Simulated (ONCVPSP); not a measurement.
# Scattering properties, ONCV potential for V (Z = 23)

ONCVPSP 4.0.1 input, shortened (lines: element, Z, core and valence counts, functional; n l f; lmax; l rc ep ncon nbas qcut; lloc lpopt rc5 dvloc0; l nproj debl; icmod fcfact rcfact), PBE, scalar-relativistic:

```
  V 23.00    5    2        4      upf
    1    0    2.00
    2    0    2.00
    2    1    6.00
    3    0    2.00
    3    1    6.00
    3    2    3.00
    4    0    2.00
    2
    0    2.90    0.00    3    6    2.90
    1    2.30    0.02    4    9    3.00
    2    1.75    0.00    4    8    8.40
    2    5    1.75    0.00
    0    3    1.70
    1    3    3.70
    2    0    1.70
    0    0.00    0.00
```

The phase is arctan(r·R′/R) of the radial function R(r), unwrapped; energies in Ha, scanned from -2 to 5 Ha. A pole is an energy at which the radial function vanishes at the test radius. The pseudo phase is shifted by a multiple of π to meet the all-electron one at the reference energy, and phase errors are pseudo minus all-electron; the curves can meet again beyond the range given. Levels narrower than the energy grid can be missing from the lists of poles.

Problem. For each channel, where are the poles, and over which energies does the pseudopotential scatter like the atom?

Solution.

```csv
channel,radius (bohr),reference energy (Ha),"poles, all-electron","poles, pseudo",unbroken range about the reference energy with phases within 0.05 rad,phase error 1 Ha above the reference energy (rad)
s,2.94,-0.17,"0.59, 3.83","0.59, 3.83",the whole range,+0.000
p,2.33,0.02,"-1.57, 2.21",2.14,-1.0 to 4.3,-0.018
d,1.78,-0.19,0.33,0.38,-0.5 to 0.6,+0.069
```

Note: no bound ghost flagged; GHOST(+) flagged for s at 2.29 eV, p at 180.9 eV.

Phases in the d channel:

| E (Ha) | all-electron | pseudo |
| --- | --- | --- |
| -1.98 | 1.158 | 1.178 |
| -1.62 | 1.081 | 1.107 |
| -1.26 | 0.945 | 0.982 |
| -0.90 | 0.641 | 0.697 |
| -0.54 | -0.204 | -0.158 |
| -0.18 | -1.129 | -1.129 |
| 0.18 | -1.487 | -1.472 |
| 0.54 | -1.670 | -1.629 |
| 0.90 | -1.817 | -1.736 |
| 1.26 | -1.987 | -1.831 |
| 1.62 | -2.264 | -1.938 |
| 1.98 | -2.815 | -2.083 |
| 2.34 | -3.596 | -2.314 |
| 2.70 | -4.078 | -2.723 |
| 3.06 | -4.309 | -3.331 |
| 3.42 | -4.435 | -3.846 |
| 3.78 | -4.516 | -4.142 |
| 4.14 | -4.572 | -4.309 |
| 4.50 | -4.615 | -4.412 |
| 4.86 | -4.651 | -4.483 |
